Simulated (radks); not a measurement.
Task: The mean radii <r> (bohr) of the occupied orbitals of an atom or ion are listed with their occupations. Method: scalar-relativistic Kohn-Sham, PBE, spin-polarised, spherical densities, point nucleus; computed with a radial shooting solver on a logarithmic mesh with Libxc functionals.

orbital  occ.      <r>
1s down     1  0.02457
1s up       1  0.02457
2s down     1   0.1052
2s up       1   0.1052
2p down     3  0.09237
2p up       3  0.09237
3s up       1   0.2786
3s down     1   0.2786
3p up       3   0.2767
3p down     3   0.2767
3d up       5   0.2536
3d down     5   0.2536
4s up       1   0.6354
4s down     1   0.6354
4p up       3   0.6718
4p down     3   0.6718
4d up       5   0.7370
4d down     5   0.7371
5s up       1    1.464
5s down     1    1.461
5p up       3    1.652
5p down     3    1.647
5f up       1    4.183

Name the element and its charge. Open shells, if any, are filled with parallel spins first.

Result: Z = 58, cerium, charge +3: Ce3+ in [Xe] 5f1. The 1s radius gives Z: for a bare nucleus <r> = (2 gamma + 1)/(2Z) with gamma = sqrt(1 - (Z/c)^2), 0.02424 bohr for Z = 58, and screening makes it slightly larger (0.02457 here). The occupations add up to 55, and the charge is Z minus that.
